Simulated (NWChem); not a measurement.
Molecule: C₂H₇BOS; SMILES COB(C)S

```xyz
12

B      0.5049    -0.1982     0.0005
C      1.8017    -1.0870    -0.0002
H      2.7083    -0.4645     0.0048
H      1.8347    -1.7403    -0.8874
H      1.8309    -1.7500     0.8799
O      0.6310     1.1489     0.0004
C     -0.4584     2.0356    -0.0003
H     -1.0909     1.8961     0.8929
H     -0.0682     3.0629     0.0011
H     -1.0884     1.8977    -0.8954
S     -1.1852    -0.9119     0.0000
H     -0.7951    -2.2026     0.0003
```
Atoms are numbered in this order, from 1.

All runs: NWChem. Pople sets run with spherical d functions. Coordinates come from a PBE0/def2-SVP optimisation. Not confirmed as a minimum by frequencies.

Task: Order these runs by computing time, cheapest first, and give rough ratios: PBE/6-31G*; PBE/6-311++G**; PBE/STO-3G.

Result: PBE/STO-3G (1), PBE/6-31G* (4), PBE/6-311++G** (20). Ratios are rough, from one shared machine; the cheapest took roughly 6 core-seconds. What differs between the cheapest and the dearest: highest occupied level (eV) -2.70 → -6.40; orbital gap (eV) 5.78 → 5.61; dipole (D) 0.66 → 0.07.
